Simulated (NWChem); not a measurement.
C4H7Br; SMILES C1(Br)(C)CC1

```xyz
12

C      1.6245     1.1402     0.0000
C      0.1709     0.7585     0.0000
Br    -0.0837    -1.1601     0.0000
C     -0.8398     1.5632     0.7529
C     -0.8398     1.5632    -0.7529
H      2.1365     0.7499    -0.8922
H      1.7203     2.2375     0.0000
H      2.1365     0.7499     0.8922
H     -0.4763     2.4506     1.2804
H     -1.6457     1.0306     1.2626
H     -0.4763     2.4506    -1.2804
H     -1.6457     1.0306    -1.2626
```
Atoms are numbered in this order, from 1.

Program: NWChem. Geometry optimised at PBE0/def2-SVP; all other runs use it. This build's default masses of Se (78.918 u) and Br (79.917 u) are each other's, which moves their modes by up to 0.6 %.

```tsv
quantity	level	value
solvation free energy (kcal/mol) in water	PBE0/def2-SVP, SMD	___
vertical ionisation energy, ΔSCF (eV)	PBE/def2-SVP	9.21
isotropic polarisability (bohr³), static	PBE/def2-SVPD	71.4
vertical, lowest excitation, singlet (eV)	PBE/def2-SVPD, TDA	5.39
dipole (D)	PBE0/def2-SVP	___
highest harmonic frequency (cm⁻¹)	PBE0/def2-SVP	___
```

Question: What belongs in the gaps?

Answer: 
- solvation free energy (kcal/mol) in water, value: -0.8
- dipole (D), value: 1.90
- highest harmonic frequency (cm⁻¹), value: 3258
